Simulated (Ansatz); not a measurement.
The cluster Li₄Se₂⁺, relaxed as a doublet with UKS PBE-D4/def2-SVP in Ansatz, starting from the GFN2-xTB geometry. Force threshold 0.02 eV/Å.

The structure comes from a short search, and lower isomers may exist.

Start:

Cartesian coordinates in Å:
```
Li 0.6474 -1.1654 1.5508
Li -1.5858 -1.8995 -2.3687
Li 1.6279 0.9202 -0.8113
Li -1.2680 1.4604 0.7900
Se 1.0688 1.2931 1.6111
Se -0.4902 -0.6089 -0.7718
```

```tsv
step	energy (eV)	largest force component (eV/Å)	SCF passes
1	-131480.1121	0.663	27
2	-131480.2508	0.390	30
3	-131480.2690	0.082	27
4	-131480.2713	0.017	28
```

Force components are those of the run's own axes.

End:

```xyz
6

Li    0.613   -1.169    1.500
Li   -1.528   -1.817   -2.264
Li    1.585    0.907   -0.814
Li   -1.253    1.383    0.713
Se    1.028    1.223    1.528
Se   -0.444   -0.528   -0.663
```

By distances, no bond broke or formed. The bond that changes most is Li4–Se6, from 2.71 to 2.49 Å (atoms count from 1).

No frequencies were taken in this run, so the end may be a saddle point.

It took 12 s on 4 threads of Arm Neoverse V1 on a shared host.
